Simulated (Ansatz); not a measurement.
Basis sets compared for Zn₄H₁₄Se₄. Total charge 0; singlet. Geometry r2SCAN-D4/def2-SVP. Ansatz on 2 threads of AMD EPYC 7R13 on a shared host and a share (18 GiB) of an NVIDIA H100 80GB HBM3; times are rough, and most runs start from earlier orbitals.

```xyz
22

Zn    1.7237   -0.3075    2.4607
Se   -0.7035   -2.1143    0.9914
Zn   -2.3701    1.0757    1.5532
Se    0.1906    1.5150    1.4093
Se   -1.6559    0.5535   -1.7200
Zn   -0.2028   -1.5595   -1.4749
Zn    1.1009    2.7362   -0.7034
Se    2.0999   -0.4428   -1.1728
H     2.1086    0.0780    3.9113
H     1.8382   -1.3591    1.2710
H    -1.9568   -2.8430    0.6796
H     0.0787   -3.3742    0.9523
H    -2.5232   -0.2406    0.6706
H    -3.0597    2.1560    2.4246
H     0.3301    2.5785    2.4101
H    -2.8861   -0.2281   -1.9950
H    -1.3812    0.6940   -3.1714
H    -0.3468   -2.6897   -2.5325
H     1.7742    4.0741   -0.3052
H     0.6948    1.7245   -1.8626
H     2.8383   -1.7291   -1.1616
H     2.3080   -0.2976   -2.6346
```

Single mean-field runs in def2-TZVP are fitted with def2-universal-jkfit. In the singlet geometry the species has come apart into loosely held pieces.

Binding counts from free atoms (Zn singlet, Se triplet, H doublet) in the same basis, without a counterpoise term.

```json
{"level": "PBE-D4/def2-SVP", "functions": "322", "energy (Eh)": "-16727.3985", "HOMO (eV)": "-5.79", "LUMO (eV)": "-1.48", "binding per atom (eV)": "2.08", "wall time": "4.2 s"}
{"level": "PBE0-D4/def2-SVP", "functions": "322", "energy (Eh)": "-16727.8328", "HOMO (eV)": "-6.93", "LUMO (eV)": "-0.64", "binding per atom (eV)": "2.05", "wall time": "5.5 s"}
```

Problem. Estimate the rows for PBE-D4/def2-TZVP, PBE0-D4/def2-TZVP (with forces).

Solution. 
| level | functions | energy (Eh) | HOMO (eV) | LUMO (eV) | binding per atom (eV) | wall time |
| --- | --- | --- | --- | --- | --- | --- |
| PBE-D4/def2-TZVP | 468 | -16729.6476 | -6.05 | -1.87 | 2.02 | 6 s |
| PBE0-D4/def2-TZVP (with forces) | 468 | -16730.0375 | -7.13 | -1.10 | 2.01 | 7 s |
